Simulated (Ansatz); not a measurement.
Consider the hydrogenolysis of a C–B bond: `B[CH2][Ga]([CH3])[F]` + H₂ → `[CH3][Ga]([CH3])[F]` + BH₃.

Program: Ansatz. Geometries: PBE0-D4/def2-TZVP. ΔE: electronic, gas phase. CBS: MP2 limit from def2 TZ/QZ plus the TZ coupled-cluster correction, frozen cores. This one scheme is used for every species. DFT in def2-TZVPP. For Ga outer-core shells are correlated without core-valence functions, which leaves a few kJ/mol of doubt a bond. Scalar relativity is left out up to krypton. One conformer a species, not always the lowest.

```csv
species,PBE0 energy (Eh)
`B[CH2][Ga]([CH3])[F]`,-2129.61113
H₂,-1.16849
`[CH3][Ga]([CH3])[F]`,-2104.20463
BH₃,-26.56631
```

Problem. Work out ΔE.

Solution. ΔE = (-2104.20463) + (-26.56631) − (-2129.61113) − (-1.16849) = 0.00868 Eh = +0.24 eV. CCSD(T)/CBS gives +0.24 eV.

Largest T1 diagnostic among the species: 0.013.

The D4 term adds +0.08 eV with B3LYP and +0.05 eV with PBE0; it sums over pairs of atoms, weighted by their polarisabilities, and B3LYP, whose exchange is more repulsive, gets the larger term. From PBE to PBE0 (25 % exact exchange), in def2-TZVPP and without D4, ΔE moves by −0.07 eV.

B3LYP here is the variant with VWN-RPA as its local correlation; programs differ in this.
